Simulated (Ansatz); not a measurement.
One change: `F[Si](F)(Cl)[S][GeH2][Cl]` becomes `F[Si](F)(Cl)[GeH3]`.

Ansatz, PBE0-D4/def2-TZVP geometries, multiplicity 1. Each molecule was computed in one conformer, which needn't be the lowest.

Scalar relativity is left out up to krypton.

```
                               property  `F[Si](F)(Cl)[S][GeH2][Cl]`
     HOMO energy (PBE0/def2-TZVPP) / eV                        -8.38
HOMO–LUMO gap (ωB97M-V/def2-TZVPP) / eV                        11.40
      HOMO energy (PBE/def2-TZVPP) / eV                        -7.11
    LUMO energy (B3LYP/def2-TZVPP) / eV                        -1.35
  LUMO energy (ωB97M-V/def2-TZVPP) / eV                         0.87
   HOMO–LUMO gap (PBE0/def2-TZVPP) / eV                         7.31
```

**Question.** Give the same properties after the change, and the shifts. (An estimate is asked.)

**Answer.** Ansatz gave: 
```
                               property  `F[Si](F)(Cl)[GeH3]`  shift
     HOMO energy (PBE0/def2-TZVPP) / eV                 -8.93  -0.55
HOMO–LUMO gap (ωB97M-V/def2-TZVPP) / eV                 12.65   1.25
      HOMO energy (PBE/def2-TZVPP) / eV                 -7.68  -0.57
    LUMO energy (B3LYP/def2-TZVPP) / eV                 -0.38   0.97
  LUMO energy (ωB97M-V/def2-TZVPP) / eV                  1.67   0.80
   HOMO–LUMO gap (PBE0/def2-TZVPP) / eV                  8.73   1.42
```

With PBE0 the HOMO falls by 0.55 eV and the LUMO rises by 0.87 eV, so the gap widens by about 1.42 eV. PBE moves the HOMO by -0.57 eV and ωB97M-V by -0.44 eV.

B3LYP here is the variant with VWN-RPA as its local correlation; programs differ in this.
